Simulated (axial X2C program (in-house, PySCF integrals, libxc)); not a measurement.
CsSi⁺: from the spin-free to the two-component result

All values were computed with an in-house all-electron X2C program for linear molecules (integrals from PySCF). Spin-free means the one-electron spin-free X2C Hamiltonian; two-component (2c) means X2C with spin–orbit coupling and atomic mean-field two-electron Coulomb and Gaunt terms, so the difference of the two also holds small scalar two-electron terms. Basis: Cs dyall-cv3z [15s15p9d4f1g], Si dyall-v3z [8s7p2d1f] (cores contracted in-house); Gaussian nuclei, density fitting, unrestricted open shells. Masses: Cs 132.905 u, Si 27.977 u.

Spin-free state: M_S = 1, Λ = 1 (beyond evenly filled blocks: σα, π+α); fragments Cs+ + Si.

| level | Re (Å) | ωe (cm⁻¹) | De (eV) | μ (D) |
| --- | --- | --- | --- | --- |
| PBE0 | 3.964 | 72.0 | 0.193 | -1.24 |
| HF | 4.231 | 60.1 | 0.085 | -1.88 |
| MP2 | 4.008 | 71.8 | 0.222 | n/a |
| CCSD | 4.042 | 69.7 | 0.221 | n/a |
| CCSD(T) | 4.022 | 70.8 | 0.223 | n/a |
| PBE50 | 3.960 | 72.5 | 0.185 | -1.36 |

Correlated methods: 12 electrons correlated (number of frozen shells: Cs 4 s, 3 p, 2 d; Si 2 s, 1 p), 268 virtual spin orbitals or spinors in MP2, 90 natural virtuals in coupled cluster.

Dipoles are positive if Si is the positive end and refer to the centre of mass.

Two-component determinant lowest at the distance of the search:

Ω = 2 (⟨Sz⟩ = 1.00, ⟨Lz⟩ = 1.00 at HF); fragments Cs+ + Si.

| level | Re (Å) | ωe (cm⁻¹) | De (eV) | μ (D) |
| --- | --- | --- | --- | --- |
| PBE0 | 3.964 | 72.0 | 0.184 | -1.24 |
| HF | 4.233 | 60.1 | 0.073 | -1.88 |
| MP2 | 4.010 | 71.7 | 0.223 | n/a |
| CCSD | 4.044 | 69.7 | 0.214 | n/a |
| CCSD(T) | 4.024 | 70.7 | 0.217 | n/a |
| PBE50 | 3.961 | 72.5 | 0.175 | -1.36 |

Q: From the two tables, how do the constants change at the CCSD(T) level (2c against spin-free)?

A: At the CCSD(T) level Re rises by 0.002 Å and ωe doesn't move by more than 0.2 cm⁻¹; De is not compared, since the atomic limits differ or miss part of their spin–orbit lowering.

The state is one determinant whose occupation by symmetry is held fixed; it was picked as the lowest of a PBE0 search that is not exhaustive. Dissociation energies refer to the lowest single-determinant-based atoms at the same level and basis. Density functionals use the spin component along the axis (collinear). CCSD and (T) use frozen natural virtuals with an MP2 correction for the truncation; (T) itself is uncorrected, so its De runs slightly low. The 2c atoms are single determinants rather than J levels; their spin–orbit lowering is only partly caught, and De is too large by that part. This holds for PBE0, MP2, CCSD, CCSD(T), PBE50. Other states lie close and PBE0, whose exact exchange favours high spin, may order them wrongly; the determinant shown need not be the ground state. The nearest other spin-free determinant of the search, M_S = 1, Λ = 0, lies 0.26 eV up at the distance of the search. Without a current term, density functionals place determinants with orbital angular momentum somewhat too high. The atomic limit has a lower orbital projection than the molecule and lies lower at mean-field level, so De may be about a tenth of an eV too small. With several unpaired electrons one determinant need not be a pure state. Open-shell Ω = 0 determinants with evenly filled partner blocks cannot be reached by this program, so the Ω shown need not be the lowest component.
